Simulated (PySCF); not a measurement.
C2H9Al2FO2.
SMILES with atom numbers: `[CH3:1][O+:2]1[AlH2-:3][O+:4]([CH3:5])[AlH-:6]1[F:7]` (hydrogens: H8, H9, H10 on C1; H11, H12 on Al3; H13, H14, H15 on C5; H16 on Al6)

Geometry (PBE0-D3(BJ)/def2-SVP, Å), atoms numbered from 1 in this order:
```
atom  x, y, z in Å
C1     2.484   -0.115   -0.844
O2     1.146   -0.050   -0.397
Al3    0.153    1.403    0.230
O4    -1.128    0.050    0.353
C5    -2.495    0.117    0.703
Al6   -0.123   -1.376   -0.237
F7    -0.665   -1.887   -1.735
H8     2.576   -0.849   -1.659
H9     2.801    0.865   -1.232
H10    3.156   -0.405   -0.021
H11   -0.195    2.437   -0.927
H12    0.654    1.885    1.660
H13   -3.080   -0.573    0.076
H14   -2.637   -0.149    1.763
H15   -2.877    1.135    0.537
H16    0.201   -2.498    0.822
```

The closed-shell ground state was solved at several levels (PySCF, density fitting, gas phase, non-relativistic).

```
        level  basis functions  total energy (Eh)  HOMO (eV)  LUMO (eV)  gap (eV)  dipole (D)
PBE0/pcSseg-1              178          -816.3644      -7.91      -0.24      7.67        1.37
  HF/pcSseg-1              178          -814.1464     -11.15       2.60     13.75        1.51
```

Problem. Estimate the row for CAM-B3LYP/def2-SVPD, a basis of 229 functions; the other rows only guide the guess.

Solution. Total energy -816.5195 Eh, HOMO -9.32 eV, LUMO 0.40 eV, gap 9.72 eV, dipole 1.40 D.

Problem. Over all these levels, which gives the widest orbital gap and which the narrowest?

Solution. HF/pcSseg-1 (Hartree–Fock, all exact exchange) has the widest, 13.75 eV, and PBE0/pcSseg-1 (global hybrid, 25 % exact exchange) the narrowest, 7.67 eV. The two share the basis. From the narrowest to the widest the HOMO moves by -3.24 eV and the LUMO by +2.84 eV. The HOMO need not be the same orbital at Hartree–Fock and at DFT levels.

Problem. How far do the dipole and the HOMO energy spread over the levels?

Solution. The dipole runs from 1.37 to 1.51 D (mean 1.43 D) and the HOMO from -11.15 to -7.91 eV.
